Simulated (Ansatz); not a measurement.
This geometry of Cl2H3InOS (8 atoms, charge 0, multiplicity 1) is a first-order saddle point.

All numbers below come from RKS B3LYP-D4/def2-SVP (Ansatz 0.2.0).

```xyz
8
Properties=species:S:1:pos:R:3
In -0.034 0.435 -0.137
Cl -0.174 0.046 2.496
O 1.800 -0.052 -0.751
H 1.819 -0.927 -1.166
Cl -2.051 -0.347 -1.077
S -0.183 2.767 0.867
H -1.533 2.799 0.750
H -0.210 1.509 2.104
```

Q: Which two structures does it join? (They come from a converged band through this point; their orientation in space is the band's.)

A: Bonds broken: In1–Cl2, S6–H8. Bonds formed: Cl2–H8.

Initial state:

```xyz
8
Properties=species:S:1:pos:R:3
In -0.086 -0.016 0.056
Cl 0.027 -0.749 2.316
O 1.497 -0.201 -1.151
H 2.257 -0.554 -0.667
Cl -2.250 0.106 -0.894
S -0.157 2.691 0.823
H -1.477 2.690 0.511
H -0.377 2.262 2.091
```

Final state:

```xyz
8
Properties=species:S:1:pos:R:3
In -0.030 0.634 -0.269
Cl -0.130 -0.036 2.599
O 1.781 -0.054 -0.752
H 1.737 -0.950 -1.117
Cl -1.997 -0.421 -1.046
S -0.199 2.888 0.665
H -1.549 2.893 0.561
H -0.179 1.274 2.444
```

Q: How far does it lie above each of them?

A: 59.5 kJ/mol above the first and 10.2 kJ/mol above the second. This is the barrier of this one path; another mechanism may lie lower. The orbitals stay closed-shell, which can raise the energy where a bond breaks towards radicals; this wasn't checked here.

The run took 92 s on 4 threads of Intel(R) Xeon(R) Platinum 8488C (Sapphire Rapids), on a shared host, peak memory 0.32 GiB.
